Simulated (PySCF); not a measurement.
Cd(Me)(SH) (CH4CdS), SMILES [CH3][Cd][SH].

Geometry optimised at PBE0-D3(BJ)/def2-TZVP. The def2 effective core potentials stand for the cores of Cd; spin–orbit coupling is left out. The values are those of a single conformer.

Calculation: TDA-ωB97X/def2-SVPD run with PySCF.

Vertical excitations. 

Q: Give excitation energies, oscillator strengths and character. (The exact figures need the calculation; the answer reports its results.)

A: 
```
state  energy (eV)  λ (nm)      f                                                                 main pairs
-----  -----------  ------  -----  -------------------------------------------------------------------------
S1            5.52     225  0.044                                                             HOMO→LUMO 84 %
S2            5.74     216  0.010                                                           HOMO→LUMO+1 82 %
S3            6.16     201  0.011                      HOMO−1→LUMO 51 %, HOMO→LUMO+2 37 %, HOMO−1→LUMO+1 8 %
S4            6.29     197  0.012                                       HOMO−1→LUMO+1 53 %, HOMO→LUMO+2 36 %
S5            6.52     190  0.006                                                         HOMO−1→LUMO+2 82 %
S6            6.59     188  0.012   HOMO→LUMO+3 36 %, HOMO→LUMO+4 30 %, HOMO−1→LUMO+2 14 %, HOMO→LUMO+6 11 %
S7            7.04     176  0.810  HOMO−1→LUMO 34 %, HOMO−1→LUMO+1 30 %, HOMO→LUMO+2 16 %, HOMO−2→LUMO+3 7 %
S8            7.56     164  0.036                   HOMO−1→LUMO+3 35 %, HOMO−2→LUMO+1 35 %, HOMO−2→LUMO 21 %
S9            7.97     156  0.229                                       HOMO−2→LUMO 56 %, HOMO−2→LUMO+1 36 %
S10           8.12     153  0.008   HOMO→LUMO+4 27 %, HOMO→LUMO+3 27 %, HOMO−2→LUMO+2 22 %, HOMO→LUMO+5 12 %
T1            5.23     237      0                                           HOMO→LUMO 51 %, HOMO→LUMO+1 38 %
T2            5.50     225      0                                       HOMO−1→LUMO 57 %, HOMO−1→LUMO+1 30 %
T3            5.59     222      0                          HOMO→LUMO+1 41 %, HOMO→LUMO 37 %, HOMO→LUMO+3 8 %
T4            5.92     209      0                                                           HOMO→LUMO+2 93 %
```
Triplets are in the Tamm–Dancoff approximation.
